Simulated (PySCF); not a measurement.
**Dipole response of Si²⁺ (silicon, charge +2)**

[Ne] 3s2, closed-shell 1S. Computed with PySCF 2.14 in aug-cc-pV(Q+d)Z with one added diffuse shell each of s, p, d, f, g type (8s7p6d4f3g, 114 functions), with no relativity, point nucleus. Coupled (time-dependent) response in atomic units; α is the mean over directions.

```json
{"method": "UHF", "mean α (bohr³)": "12.59", "C₆ (like pair)": "44.98", "S(−4)": "91.92"}
{"method": "PBE", "mean α (bohr³)": "11.68", "C₆ (like pair)": "39.99", "S(−4)": "80.47"}
{"method": "PBE0", "mean α (bohr³)": "11.94", "C₆ (like pair)": "41.37", "S(−4)": "83.81"}
{"method": "r2SCANh", "mean α (bohr³)": "12.09", "C₆ (like pair)": "43.30", "S(−4)": "81.62"}
{"method": "M06", "mean α (bohr³)": "11.23", "C₆ (like pair)": "36.93", "S(−4)": "77.32"}
```

S(−4) is the Cauchy moment in α(ω) = α(0) + S(−4) ω² + …

α(iu) at M06:

```
u (hartree)  α(iu) (bohr³)
          0          11.23
     0.0500          11.04
      0.100          10.50
      0.200          8.811
      0.300          6.963
      0.500          4.211
      0.750          2.434
       1.00          1.573
       1.50         0.8376
       2.00         0.5442
       3.00         0.3098
       5.00         0.1599
```

A single London oscillator, α(iu) = α/(1 + u²/ω²), gives C₆ = (3/4) ω α². Matching the computed C₆ needs ω = 4 × 36.93 / (3 × 11.23²) = 0.390 hartree.

For an ion, C₆ is the dispersion term alone; charge-induced terms of lower order in 1/R come first.
